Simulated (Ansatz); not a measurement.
Basis sets compared for the cluster TlF2⁻. Charge -1, multiplicity 1. Geometry PBE0-D4/def2-TZVPD. Ansatz on 4 threads of Arm Neoverse V1 on a shared host; times are rough, and most runs start from earlier orbitals.

```
atom   x (Å)   y (Å)   z (Å)
 Tl1  -0.593   0.663   0.338
  F2  -0.778  -1.538   0.312
  F3   1.371   0.874  -0.650
```

In the def2 sets Tl takes a core potential; there is no spin–orbit coupling. The structure comes from a short search, and lower isomers may exist.

```csv
level,functions,energy (Eh),HOMO (eV),LUMO (eV),wall time
PBE-D4/def2-SVPD,78,-372.0510,-0.91,2.76,0.4 s
PBE0-D4/def2-SVPD,78,-371.9996,-2.08,3.34,0.5 s
```

Question: Estimate the rows for PBE-D4/def2-TZVPD, PBE0-D4/def2-TZVPD.

Answer: 
| level | functions | energy (Eh) | HOMO (eV) | LUMO (eV) | wall time |
| --- | --- | --- | --- | --- | --- |
| PBE-D4/def2-TZVPD | 136 | -372.2864 | -0.88 | 2.63 | 0.7 s |
| PBE0-D4/def2-TZVPD | 136 | -372.2335 | -2.04 | 3.16 | 0.9 s |
